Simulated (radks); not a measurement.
Task: Radial electron density D(r) = 4 pi r^2 rho(r) of an atom or ion with 45 electrons. All-electron calculation, scalar-relativistic Kohn-Sham, PBE, spin-polarised, spherical densities, point nucleus. Program: a radial shooting solver on a logarithmic mesh with Libxc functionals.

r (bohr),D(r) (e/bohr),spin D(r)
0.003,7.591,-0.0000421
0.003464,9.539,-0.0000528
0.004001,11.91,-0.0000657
0.004621,14.75,-0.0000812
0.005336,18.11,-0.0000995
0.006163,22.02,-0.000121
0.007117,26.45,-0.000144
0.00822,31.36,-0.000171
0.009493,36.61,-0.000199
0.01096,41.99,-0.000227
0.01266,47.21,-0.000256
0.01462,51.89,-0.000282
0.01689,55.62,-0.000305
0.0195,58.00,-0.000323
0.02252,58.77,-0.000335
0.02601,57.91,-0.000335
0.03004,55.74,-0.000306
0.03469,53.02,-0.000209
0.04007,50.85,0.0000500
0.04627,50.40,0.000666
0.05344,52.57,0.00201
0.06172,57.46,0.00471
0.07127,64.09,0.00976
0.08231,70.39,0.0185
0.09506,73.86,0.0327
0.1098,72.65,0.0537
0.1268,66.74,0.0823
0.1464,58.36,0.117
0.1691,51.29,0.153
0.1953,48.80,0.183
0.2255,51.51,0.195
0.2605,56.50,0.180
0.3008,58.88,0.135
0.3474,54.94,0.0706
0.4012,44.70,0.0132
0.4634,31.91,-0.00214
0.5351,21.47,0.0550
0.618,16.25,0.195
0.7138,15.69,0.396
0.8243,16.91,0.604
0.952,17.15,0.755
1.099,15.34,0.806
1.27,12.09,0.751
1.466,8.550,0.622
1.693,5.561,0.462
1.956,3.388,0.308
2.259,1.948,0.184
2.609,1.050,0.0973
3.013,0.5214,0.0451
3.479,0.2334,0.0179
4.018,0.09151,0.00587
4.64,0.03041,0.00148
5.359,0.008274,0.000251
6.189,0.001783,0.0000155
7.148,0.0002945,-0.00000479

What is the nuclear charge?

Result: Z = 46. The innermost maximum, from 1s, lies near gamma/Z bohr with gamma = sqrt(1 - (Z/c)^2) = 0.942, here 0.0205 bohr (found: 0.0223), and its height grows with Z. The density is that of the palladium ion Pd+ in [Kr] 4d9; the configuration itself is not fixed sharply by these data, and Z only to a few units. D(r) has 4 maxima, at r = 0.0223, 0.0989, 0.298, 0.900 bohr, and minima at 0.0445, 0.194, 0.675 bohr, inside which lie 2.02, 11.14, 29.00 electrons.
